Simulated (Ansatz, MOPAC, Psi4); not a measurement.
Molecule: H2BO2 (charge 0, doublet). SMILES: O[B]O
Geometry: optimised at B3LYP-D3(BJ)/def2-TZVP (Ansatz, an electronic-structure program).

Wanted: vertical electron affinity to the singlet, in eV. Conventions: no spin-orbit coupling; UHF or UKS for open shells; each state is the SCF solution reached for its charge and spin; 6-31G* and kin with 6d, 5d where marked; PM7 with its own dispersion and hydrogen-bond terms; non-relativistic; 6-311+G** with 5d; valence correlation only; dispersion terms only where a functional's name holds one. Ab initio and DFT rows: single points at B3LYP-D3(BJ) geometries (Ansatz). Semi-empirical rows: differences of heats of formation at the shared geometry for vertical values. Sets without +, aug- or the D of def2-TZVPD hold no diffuse functions, which anions need.

| level | program | vertical electron affinity to the singlet (eV) |
|---|---|---|
| PM3 | MOPAC | 1.51 |
| PM6 | MOPAC | 0.60 |
| PM7 | MOPAC | 1.05 |
| MNDO | MOPAC | 0.73 |
| HF/6-311+G** | Ansatz | -1.25 |
| PBE/6-31G* | Ansatz | -1.25 |
| PBE/6-311+G** | Ansatz | 0.44 |
| B3LYP/STO-3G | Ansatz | -6.43 |
| B3LYP/3-21G | Ansatz | -1.46 |
| B3LYP/6-31G* | Ansatz | -1.27 |
| B3LYP/6-311+G** | Ansatz | 0.42 |
| wB97X-D/6-31G* | Psi4 | -1.47 |
| MP2/6-311+G** | Ansatz | 0.06 |
| wB97M-V/def2-TZVPD | Ansatz | 0.30 |

No value to compare with is used here. The 13 habitual levels span -6.43 (B3LYP/STO-3G) to 1.51 eV (PM3); wB97M-V/def2-TZVPD gives 0.30.

The levels are drawn from those run, B3LYP/6-31G* more often than the rest, none by its result; runs whose electronic state is in doubt are left out.
